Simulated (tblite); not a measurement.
C3H10O2Si2.
Bonds: O1–C2 (double), C2–C3, C3–C4, C4–Si5, C2–O6, O6–Si7. Hydrogens: H8, H9 on C3; H10, H11 on C4; H12, H13, H14 on Si5; H15, H16, H17 on Si7.

Computed with GFN2-xTB (tblite), gas phase: L-BFGS steps from a force-field or distance-geometry start until the largest atomic force falls under 0.01 eV/Å.

Geometry at step 11:
```
atom  x, y, z in Å
O1      0.4928    0.3145   -0.8107
C2      0.6356   -0.2637    0.2355
C3     -0.4708   -0.9888    0.9517
C4     -1.7724   -0.8590    0.1635
Si5    -2.2646    0.9771   -0.0860
O6      1.8033   -0.2941    0.8613
Si7     3.1884    0.4033    0.2481
H8     -0.5621   -0.5590    1.9541
H9     -0.1617   -2.0308    1.0955
H10    -2.5642   -1.3908    0.6931
H11    -1.6509   -1.3384   -0.8116
H12    -1.3276    1.8461    0.6306
H13    -2.3676    1.3367   -1.4971
H14    -3.5706    1.1811    0.5686
H15     3.8646    0.8021    1.4836
H16     3.8747   -0.6860   -0.4635
H17     2.8461    1.5617   -0.5771
```

Task: What forces act on the atoms?

Result: 
```
atom  Fx (eV/Å)  Fy (eV/Å)  Fz (eV/Å)
  O1     -0.143     -0.006     -0.046
  C2      0.059      0.033     -0.029
  C3     -0.019      0.029     -0.028
  C4     -0.017      0.057      0.067
 Si5      0.067      0.004      0.064
  O6      0.023     -0.039      0.037
 Si7      0.073      0.037     -0.009
  H8     -0.036      0.037     -0.061
  H9     -0.033      0.026     -0.101
 H10      0.059     -0.045     -0.028
 H11      0.012      0.011      0.153
 H12     -0.015      0.012     -0.025
 H13      0.031     -0.056      0.044
 H14      0.031     -0.052     -0.072
 H15     -0.094     -0.088     -0.065
 H16     -0.111      0.192      0.042
 H17      0.114     -0.153      0.055
```

The largest, 0.23 eV/Å, acts on H16; the rms over all components is 0.067 eV/Å. The forces sum to zero within rounding, as they must for an isolated molecule in no field.

Task: Give the force on H16 in Eh/bohr and in nN.

Result: 0.226 eV/Å ÷ 51.422 = 0.00439 Eh/bohr, and 0.226 eV/Å × 1.602 = 0.36 nN.

Task: How far is this geometry from the end of the optimisation?

Result: 0.115 eV above it, and 0.689 Å rms away after alignment. The bonds farthest from their final lengths, with half the difference of the two atoms' forces along the bond (positive lengthens):

```json
{"bond": "Si7–H16", "now (Å)": "1.471", "final (Å)": "1.457", "force along bond (eV/Å)": "-0.11"}
{"bond": "Si7–H15", "now (Å)": "1.464", "final (Å)": "1.456", "force along bond (eV/Å)": "-0.08"}
{"bond": "C2–O6", "now (Å)": "1.325", "final (Å)": "1.317", "force along bond (eV/Å)": "0.00"}
{"bond": "C2–C3", "now (Å)": "1.504", "final (Å)": "1.497", "force along bond (eV/Å)": "+0.03"}
{"bond": "Si7–H17", "now (Å)": "1.463", "final (Å)": "1.457", "force along bond (eV/Å)": "-0.10"}
{"bond": "C3–C4", "now (Å)": "1.527", "final (Å)": "1.521", "force along bond (eV/Å)": "-0.02"}
```

The angle farthest from its final value is O6–Si7–H16, 104.8° against 108.8°.

What follows is the cost of the whole relaxation. The run took 0.98 s of wall time on an Arm Neoverse V2 with one thread, on a shared host.
